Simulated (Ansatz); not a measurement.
Reaction (cleavage of the Si–Si bond): `F[SiH2][Si](Cl)(Cl)Cl` + `[SiH3]S` → `F[SiH2]S[SiH3]` + `Cl[SiH](Cl)Cl`

Isolated molecules relaxed with PBE0-D4/def2-TZVP in Ansatz; ΔE leaves out vibrations. CCSD(T)/CBS adds triple-zeta CCSD(T) − MP2 to the extrapolated MP2 energy (def2 sets, frozen cores). This one scheme is used for every species. DFT in def2-TZVPP. B3LYP here is the variant with VWN-RPA as its local correlation; programs differ in this. Each species was taken in one conformer, which may not be the lowest.

Question: Is it downhill or uphill in electronic energy at CCSD(T)/CBS, and by how much? (Best estimate.)

Answer: The calculation gave: Downhill: ΔE = -82.7 kJ/mol.

Question: What do these levels give: PBE, PBE0, B3LYP, HF/def2-TZVPP, SCS-MP2/def2-QZVPP, CCSD/CBS(def2)? (Estimate.)

Answer: The calculation gave: PBE -69.7, PBE0 -75.5, B3LYP -75.9, HF/def2-TZVPP -86.8, SCS-MP2/def2-QZVPP -88.4, CCSD/CBS(def2) -82.8 kJ/mol.

Largest T1 diagnostic among the species: 0.012.

Leaving LDA and LC-ωPBE aside and taking each functional with its dispersion term where it has one, the values, not all of them listed here, spread over 16.5 kJ/mol, from ωB97M-V to revPBE-D4. From PBE to PBE0 (25 % exact exchange), in def2-TZVPP and without D4, ΔE moves by −5.8 kJ/mol.
